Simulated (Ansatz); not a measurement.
An input meant for the cluster Pd₃H₂⁻ (charge -1, doublet).

```yaml
crystal:
  periodic: [false, false, false]
  atoms:
    - {symbol: Pd, position_ang: [0.250969, 0.476054, -0.296917]}
    - {symbol: Pd, position_ang: [-0.703610, -1.084881, -0.234729]}
    - {symbol: Pd, position_ang: [0.302093, -0.533127, 0.940191]}
    - {symbol: H, position_ang: [0.904274, 1.056994, 0.046134]}
    - {symbol: H, position_ang: [-0.828998, -0.002021, -0.524037]}
basis:
  gaussian: {orbitals: def2-SVPD, final_grid: {core_spheres: 8, valence_spheres: 7, degree: 23}}
total_charge: -1
magnetization: {spin_polarized: true, initial_magnetization: 1}
hamiltonian: {xc: {name: wB97X-V}, pseudopotentials: {relativity: scalar}}
scf: {lower_state_search: light}
```

```sh
$ ansatz run in.yaml --threads 4 --pin off --events-out ev --progress --plain --max-ram 3916MiB
```

Output, abridged:

```
Functional definition: wB97X-V
1058 factors; their error is unknown
312 factors; integrals over basis functions are off by at most 6.3e-6 eV
mean field evaluation 1: about -10404.3320 eV, gradient 3.2e1 eV
mean field evaluation 2: about -10392.6026 eV, gradient 7.3e1 eV
mean field evaluation 4: about -10408.9909 eV, gradient 4.5e0 eV
mean field evaluation 8: about -10409.2459 eV, gradient 9.9e-1 eV
mean field evaluation 16: about -10410.0066 eV, gradient 5.4e-3 eV
mean field evaluation 32: about -10409.9949 eV, gradient 9.0e-1 eV
mean field -10410.00659345 eV, -382.5606861533 hartree, gradient 1.8e-5 eV, S^2 0.757797; 6 other end points of the search recorded, 0 dependent functions left out
reference -10410.00659342 eV, -382.5606861521 hartree; 29, 28 occupied and 89, 90 virtual orbitals, 1058 factors
Total energy: -10410.00659342 eV, -382.5606861521 hartree
Relativity: scalar
```

Question: What is wrong with this run?

Answer: The geometry is squeezed to about two thirds of its size. The run converged. The result belongs to that input, not to the species as meant.
